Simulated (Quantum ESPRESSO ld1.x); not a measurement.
Values are calculated unless marked as measured or tabulated.
Q: Sm3+, configuration [Xe] 4f2.5 6s0.5 6p2 (fractional occupations, a model configuration). Level of theory: Dirac Kohn-Sham, PBE, spin-unpolarised, spherical densities, point nucleus; open shells fill j = l - 1/2 first (ld1.x of Quantum ESPRESSO 7.5). Some entries of the table are withheld. Estimate them.

| orbital | occ. | eigenvalue (hartree) | r(max) (bohr) | <1/r> (bohr^-1) |
|---|---|---|---|---|
| 1s1/2 | 2 | -1716.04 | 0.01449 | 68.84 |
| 2s1/2 | 2 | -282.292 | 0.08231 | 16.35 |
| 2p1/2 | 2 | -267.654 | 0.06238 | (1) |
| 2p3/2 | 4 | -245.508 | 0.06801 | (2) |
| 3s1/2 | 2 | (3) | 0.2339 | 5.944 |
| 3p1/2 | 2 | -57.5588 | 0.2210 | (4) |
| 3p3/2 | 4 | -53.0769 | 0.2330 | (5) |
| 3d3/2 | 4 | -42.1732 | 0.1859 | 5.283 |
| 3d5/2 | 6 | -41.2012 | 0.1893 | 5.171 |
| 4s1/2 | 2 | -14.5892 | 0.5381 | 2.498 |
| 4p1/2 | 2 | -12.1658 | 0.5434 | 2.396 |
| 4p3/2 | 4 | -11.1566 | 0.5684 | 2.248 |
| 4d3/2 | 4 | -7.15693 | 0.5776 | 2.042 |
| 4d5/2 | 6 | -6.97239 | 0.5855 | 2.006 |
| 5s1/2 | 2 | -3.31092 | 1.203 | 1.033 |
| 5p1/2 | 2 | -2.57085 | 1.287 | 0.9416 |
| 5p3/2 | 4 | -2.39072 | 1.346 | 0.8915 |
| 4f5/2 | 2.5 | -2.26584 | 0.5778 | 1.588 |
| 4f7/2 | 0 | -2.23870 | 0.5816 | 1.576 |
| 6s1/2 | 0.5 | -1.04228 | 2.705 | 0.4497 |
| 6p1/2 | 2 | -0.84057 | 3.024 | 0.3996 |
| 6p3/2 | 0 | -0.80503 | 3.139 | 0.3846 |

A: 
(1) 2p1/2 <1/r> (bohr^-1): 16.33
(2) 2p3/2 <1/r> (bohr^-1): 14.56
(3) 3s1/2 eigenvalue (hartree): -63.8499
(4) 3p1/2 <1/r> (bohr^-1): 5.857
(5) 3p3/2 <1/r> (bohr^-1): 5.410
